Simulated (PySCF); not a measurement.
thiophene (C₄H₄S), singlet, at a GFN2-xTB geometry; DF-CAMB3LYP/def2-SVP in PySCF.

PySCF was given this input:
```python
from pyscf import gto, scf, dft

mol = gto.M(
    atom='''
S     0.008638   -0.007341    1.192886
C     0.002988    1.225833   -0.005095
C    -0.003171   -1.225678   -0.020136
C    -0.007387    0.715073   -1.261196
C    -0.010941   -0.699498   -1.269875
H     0.007731    2.253480    0.299008
H    -0.003601   -2.256990    0.271334
H    -0.012358    1.318248   -2.151350
H    -0.018915   -1.291672   -2.167363
''',
    basis='def2-svp',
    charge=0,
    spin=0,
    verbose=4,
    max_memory=1800,
)

mf = dft.RKS(mol)
mf.xc = 'camb3lyp'
mf = mf.density_fit(auxbasis='def2-universal-jkfit')
mf.kernel()
```

It wrote (shortened):

```
PySCF version 2.14.0

[INPUT] verbose = 4
[INPUT] num. atoms = 9
[INPUT] num. electrons = 44
[INPUT] charge = 0
[INPUT] spin (= nelec alpha-beta = 2S) = 0
[INPUT] symmetry False subgroup None
[INPUT] Mole.unit = angstrom
[INPUT] Symbol           X                Y                Z      unit          X                Y                Z       unit  Magmom
[INPUT]  1 S      0.008638000000  -0.007341000000   1.192886000000 AA    0.016323454264  -0.013872479480   2.254227837828 Bohr   0.0
[INPUT]  2 C      0.002988000000   1.225833000000  -0.005095000000 AA    0.005646501660   2.316488644454  -0.009628154605 Bohr   0.0
[INPUT]  3 C     -0.003171000000  -1.225678000000  -0.020136000000 AA   -0.005992321541  -2.316195736905  -0.038051525244 Bohr   0.0
[INPUT]  4 C     -0.007387000000   0.715073000000  -1.261196000000 AA   -0.013959406882   1.351292129071  -2.383315029397 Bohr   0.0
[INPUT]  5 C     -0.010941000000  -0.699498000000  -1.269875000000 AA   -0.020675493529  -1.321859644681  -2.399715962432 Bohr   0.0
[INPUT]  6 H      0.007731000000   2.253480000000   0.299008000000 AA    0.014609472669   4.258460027185   0.565043229054 Bohr   0.0
[INPUT]  7 H     -0.003601000000  -2.256990000000   0.271334000000 AA   -0.006804903775  -4.265092965882   0.512746948283 Bohr   0.0
[INPUT]  8 H     -0.012358000000   1.318248000000  -2.151350000000 AA   -0.023353235447   2.491127684256  -4.065462298083 Bohr   0.0
[INPUT]  9 H     -0.018915000000  -1.291672000000  -2.167363000000 AA   -0.035744169646  -2.440906322769  -4.095722482516 Bohr   0.0

nuclear repulsion = 203.525783892669
number of shells = 44
number of NR pGTOs = 160
number of NR cGTOs = 94
basis = def2-svp
ecp = {}

******** <class 'pyscf.df.df_jk.DFRKS'> ********
method = DFRKS
initial guess = minao
damping factor = 0
level_shift factor = 0
DIIS = <class 'pyscf.scf.diis.CDIIS'>
diis_start_cycle = 1
diis_space = 8
diis_damp = 0
SCF conv_tol = 1e-09
SCF conv_tol_grad = None
SCF max_cycles = 50
direct_scf = False
XC library pyscf.dft.libxc version 7.1.2
    S. Lehtola, C. Steigemann, M. J. T. Oliveira, and M. A. L. Marques,  SoftwareX 7, 1–5 (2018)
XC functionals = camb3lyp
    T. Yanai, D. P. Tew, and N. C. Handy,  Chem. Phys. Lett. 393, 51 (2004)
radial grids:
    Treutler-Ahlrichs [JCP 102, 346 (1995); DOI:10.1063/1.469408] (M4) radial grids

becke partition: Becke, JCP 88, 2547 (1988); DOI:10.1063/1.454033
pruning grids: <function nwchem_prune>
grids dens level: 3
symmetrized grids: False
atomic radii adjust function: <function treutler_atomic_radii_adjust>
small_rho_cutoff = 0
Set gradient conv threshold to 3.16228e-05
Initial guess from minao.
tot grids = 114584
******** <class 'pyscf.df.df.DF'> ********
auxbasis = def2-universal-jkfit
Create RSH-DF object <pyscf.df.df.DF object> for omega=0.33
******** <class 'pyscf.df.df.DF'> ********
auxbasis = auxmol.basis = def2-universal-jkfit
init E= -553.677382307454
  HOMO = -0.266046202327682  LUMO = -0.052734093475276  gap/eV = 5.80452
cycle= 1 E= -552.664313304948  delta_E= 1.01  |g|= 0.233  |ddm|= 3.47
  HOMO = -0.278277481961579  LUMO = 0.0495811604008813  gap/eV = 8.92149
cycle= 2 E= -552.67195825772  delta_E= -0.00764  |g|= 0.198  |ddm|= 0.529
  HOMO = -0.297120861756521  LUMO = 0.036255005668719  gap/eV = 9.07162
cycle= 3 E= -552.681741954042  delta_E= -0.00978  |g|= 0.051  |ddm|= 0.259
  HOMO = -0.298435160665856  LUMO = 0.0337672006881466  gap/eV = 9.03969
cycle= 4 E= -552.682484046606  delta_E= -0.000742  |g|= 0.0128  |ddm|= 0.09
  HOMO = -0.296281190999862  LUMO = 0.0359151069077193  gap/eV = 9.03952
cycle= 5 E= -552.682529247616  delta_E= -4.52e-05  |g|= 0.00328  |ddm|= 0.0214
  HOMO = -0.296850077062762  LUMO = 0.0355363554095698  gap/eV = 9.04470
cycle= 6 E= -552.682532233524  delta_E= -2.99e-06  |g|= 0.000904  |ddm|= 0.00464
  HOMO = -0.29676971864428  LUMO = 0.03556495688923  gap/eV = 9.04329
cycle= 7 E= -552.682532494848  delta_E= -2.61e-07  |g|= 0.000304  |ddm|= 0.00158
  HOMO = -0.296774523823071  LUMO = 0.0355758406518238  gap/eV = 9.04371
cycle= 8 E= -552.682532536094  delta_E= -4.12e-08  |g|= 5.63e-05  |ddm|= 0.000629
  HOMO = -0.29677322849583  LUMO = 0.035579049122612  gap/eV = 9.04377
cycle= 9 E= -552.682532539426  delta_E= -3.33e-09  |g|= 1.5e-05  |ddm|= 0.000214
  HOMO = -0.296775266893253  LUMO = 0.0355786793749497  gap/eV = 9.04381
cycle= 10 E= -552.682532539622  delta_E= -1.96e-10  |g|= 2.41e-06  |ddm|= 5.4e-05
  HOMO = -0.29677524329686  LUMO = 0.0355789400765696  gap/eV = 9.04382
Extra cycle  E= -552.682532539623  delta_E= -1.14e-12  |g|= 9.33e-07  |ddm|= 7.41e-06
converged SCF energy = -552.682532539623
```
